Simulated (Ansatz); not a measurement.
Relaxation of C2H6BFGaN (12 atoms, charge 0, multiplicity 1), to a largest force component of 0.015 eV/Å in at most 40 steps.

These are results of RKS PBE-D4/def2-SVP in Ansatz, not measurements.

```xyz
12
Properties=species:S:1:pos:R:3:forces:R:3
C -0.982 -1.469 -1.042 -1.26 1.38 0.96
Ga -0.388 -1.633 1.529 -7.82 1.89 6.95
N 0.754 0.265 0.681 -1.65 2.92 2.15
B 0.105 1.596 1.087 0.33 -2.72 1.40
C 1.199 1.462 0.048 0.63 -1.26 0.11
F 0.802 1.519 -1.259 0.91 0.66 -1.03
H -1.569 -2.356 -1.250 -0.24 -0.97 0.03
H -1.704 -0.572 -0.894 0.92 -1.02 0.48
H -0.380 -1.173 -1.883 1.15 0.05 -0.58
H 0.510 -1.719 0.702 7.42 -0.59 -8.66
H -0.510 2.236 1.942 0.08 -0.47 -0.62
H 2.241 1.788 0.371 -0.46 0.13 -1.20
```

Problem. Where does it end, and by what steps?

Solution. It converged. After 39 steps the energy has fallen by 7.525 eV; H10 moved furthest, 1.65 Å. The start is strongly strained (largest force component 9 eV/Å), so its close contacts needn't be bonds. Parted: Ga2–H10 (1.22 → 3.23 Å). Joined: C1–H10 (2.31 → 1.11 Å).

| step | energy less start (eV) | largest force component (eV/Å) | accepted |
| --- | --- | --- | --- |
| 0 | 0.0000 | 8.663 | yes |
| 2 | -3.5204 | 3.374 | yes |
| 4 | -5.4750 | 3.204 | yes |
| 6 | -6.8678 | 3.432 | yes |
| 8 | -7.3804 | 0.533 | yes |
| 10 | -7.4221 | 0.215 | yes |
| 12 | -7.4397 | 0.181 | yes |
| 14 | -7.4551 | 0.292 | yes |
| 16 | -7.4700 | 0.084 | yes |
| 18 | -7.4739 | 0.109 | yes |
| 20 | -7.4774 | 0.075 | yes |
| 22 | -7.4788 | 0.350 | no |
| 24 | -7.4851 | 0.066 | yes |
| 26 | -7.4884 | 0.106 | yes |
| 28 | -7.4977 | 0.200 | yes |
| 30 | -7.5148 | 0.149 | yes |
| 32 | -7.5187 | 0.026 | yes |
| 34 | -7.5211 | 0.264 | no |
| 36 | -7.5242 | 0.055 | yes |
| 38 | -7.5247 | 0.015 | yes |
| 39 | -7.5249 | 0.011 | yes |

```xyz
12
Properties=species:S:1:pos:R:3
C -0.722 -1.866 -1.220
Ga -0.515 -0.827 2.013
N 0.304 0.836 1.382
B 0.502 2.214 1.442
C 0.957 1.424 0.206
F 0.172 1.422 -0.954
H -0.786 -2.195 -2.274
H -1.688 -2.073 -0.722
H -0.498 -0.783 -1.197
H 0.083 -2.439 -0.718
H 0.300 3.180 2.132
H 1.968 1.055 -0.058
```

Whether the end is a true minimum wasn't checked by a vibrational analysis.

The run took 86 s on 2 threads of Intel(R) Xeon(R) Platinum 8488C (Sapphire Rapids) (shared host), peak memory 0.21 GiB.
